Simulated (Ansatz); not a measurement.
BrH₂OSb (`[OH][SbH][Br]`), relaxed with RKS PBE-D4/def2-SVP in Ansatz 0.2.0 from a rough embedded geometry. The force threshold is 0.03 eV/Å; the program also tests the step.

The species carries charge 0 and has multiplicity 1. Sb takes the def2 core potential.

Start:

```xyz
5

O    -1.165   -0.466   -0.233
Sb    0.373    0.722   -0.576
Br    1.848   -0.793    0.854
H    -1.028   -1.195   -0.836
H    -0.028    1.732    0.790
```

**Question.** By how much does the energy fall, and how many steps does the optimiser take? (Estimate.)

**Answer.** Computed: 0.14 eV, in 4 steps.

**Question.** Which bonds change most? (Estimate.)

**Answer.** The calculation gave: O1–Sb2 from 1.973 to 2.016 Å; O1–H4 from 0.957 to 0.978 Å; Sb2–Br3 from 2.553 to 2.569 Å; Sb2–H5 from 1.745 to 1.739 Å.

**Question.** Give the relaxed structure. (Estimate.)

**Answer.** Ansatz gave: 
```xyz
5

O    -1.248   -0.450   -0.270
Sb    0.442    0.620   -0.520
Br    2.097   -0.679    0.953
H    -1.250   -1.163   -0.940
H    -0.041    1.672    0.777
```
